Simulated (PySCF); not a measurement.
Isomers of C8H7F3O, mass 176.045 u with the commonest isotopes. Computed with PBE0-D3(BJ)/def2-SVP geometry optimisation, gas phase (PySCF 2.14.0). One conformer each, none proved a minimum here; rigid rotors.

**Question.** Order these by dipole moment, smallest first.
A. `[CH2:1]=[C:2]([c:3]1[cH:4][c:5]1=[O:6])[C@H:7]([CH3:8])[C:9]([F:10])([F:11])[F:12]` with C1–C2–C3–C4 -174°, C1–C2–C7–C8 -121°
B. `[O:1]=[C:2]([C@@H:3]1[C@H:4]2[CH:5]=[CH:6][CH2:7][C@@H:8]12)[C:9]([F:10])([F:11])[F:12]` with O1–C2–C3–C4 35°
C. `[CH3:1][c:2]1[cH:3][cH:4][c:5]([O:6][C:7]([F:8])([F:9])[F:10])[cH:11][cH:12]1` with C4–C5–O6–C7 168° (4-trifluoromethoxytoluene)

**Answer.** C (2.51 D), B (3.41 D), A (4.09 D).

**Question.** Order these by rotational constant B, largest first.
A. `[CH3:1][c:2]1[cH:3][cH:4][c:5]([O:6][C:7]([F:8])([F:9])[F:10])[cH:11][cH:12]1` with C4–C5–O6–C7 168°
B. `[CH2:1]=[C:2]([c:3]1[cH:4][c:5]1=[O:6])[C@H:7]([CH3:8])[C:9]([F:10])([F:11])[F:12]` with C1–C2–C3–C4 -174°, C1–C2–C7–C8 -121°
C. `[O:1]=[C:2]([C@@H:3]1[C@H:4]2[CH:5]=[CH:6][CH2:7][C@@H:8]12)[C:9]([F:10])([F:11])[F:12]` with O1–C2–C3–C4 35°

**Answer.** B (583.7 MHz), C (530.3 MHz), A (476.5 MHz).

**Question.** Order these by out-of-plane moment Σ m c² = (Ia + Ib − Ic)/2, largest first.
A. `[CH3:1][c:2]1[cH:3][cH:4][c:5]([O:6][C:7]([F:8])([F:9])[F:10])[cH:11][cH:12]1` with C4–C5–O6–C7 168° (4-trifluoromethoxytoluene)
B. `[CH2:1]=[C:2]([c:3]1[cH:4][c:5]1=[O:6])[C@H:7]([CH3:8])[C:9]([F:10])([F:11])[F:12]` with C1–C2–C3–C4 -174°, C1–C2–C7–C8 -121°
C. `[OH:1][c:2]1[cH:3][cH:4][c:5]([CH2:6][C:7]([F:8])([F:9])[F:10])[cH:11][cH:12]1` with H–O1–C2–C3 1°, C4–C5–C6–C7 -86°
D. `[O:1]=[C:2]([C@@H:3]1[C@H:4]2[CH:5]=[CH:6][CH2:7][C@@H:8]12)[C:9]([F:10])([F:11])[F:12]` with O1–C2–C3–C4 35°

**Answer.** B (128.38 u·Å²), D (105.71 u·Å²), C (68.36 u·Å²), A (45.78 u·Å²).

```csv
SMILES,point group,Ia (u·Å²),Ib (u·Å²),Ic (u·Å²),κ,μa (D),μb (D),μc (D)
Cc1ccc(OC(F)(F)F)cc1,C1,185.02,1060.71,1154.17,-0.97,2.50,0.21,0.00
C=C(c1cc1=O)[C@H](C)C(F)(F)F,C1,300.11,865.77,909.12,-0.95,3.20,1.48,2.08
Oc1ccc(CC(F)(F)F)cc1,–,202.96,1081.44,1147.69,-0.97,1.83,1.27,1.33
O=C([C@@H]1[C@H]2C=CC[C@H]21)C(F)(F)F,C1,240.84,953.07,982.49,-0.98,3.14,1.28,0.36
```
